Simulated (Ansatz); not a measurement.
C2H7InOSi. Total charge 0; spin multiplicity 1. In takes the def2 core potential. The bonds changed during the relaxation, so this is another structure than the one it started from. The geometry is a stationary point of PBE0-D4/def2-TZVP. It is one conformer, not always the lowest.

```xyz
12

C    -1.591    0.856    1.165
In    2.550   -1.676   -0.167
Si   -0.108   -0.011    0.467
C     1.168   -0.491   -1.626
O    -0.003    0.206   -1.146
H    -2.508    0.472    0.714
H    -1.650    0.704    2.246
H    -1.536    1.929    0.972
H    -0.137   -1.484    0.779
H     1.163    0.461    1.125
H     1.810    0.242   -2.135
H     0.842   -1.207   -2.394
```

**Question.** What is the dipole moment at B3LYP/def2-TZVPP? (An estimate is asked.)

**Answer.** The calculation gave: 0.77 D, with components (0.20, -0.26, 0.70) D in this frame, pointing from negative to positive charge.

**Question.** And with PBE, r2SCAN, ωB97M-V? (Estimate.)

**Answer.** Computed: PBE 0.59 D, r2SCAN 0.61 D, ωB97M-V 0.70 D.

**Question.** Give the Mulliken charges with B3LYP, ωB97M-V, PBE in def2-TZVPP. (Estimate.)

**Answer.** The calculation gave: 
```csv
atom,B3LYP,ωB97M-V,PBE
C1,-0.40,-0.45,-0.38
In2,0.30,0.27,0.25
Si3,0.51,0.42,0.39
C4,-0.32,-0.37,-0.32
O5,-0.37,-0.36,-0.29
H6,0.11,0.12,0.11
H7,0.10,0.11,0.11
H8,0.11,0.12,0.11
H9,-0.11,-0.05,-0.08
H10,-0.11,-0.05,-0.08
H11,0.09,0.12,0.09
H12,0.09,0.12,0.09
```

B3LYP here is the variant with VWN-RPA as its local correlation; programs differ in this.
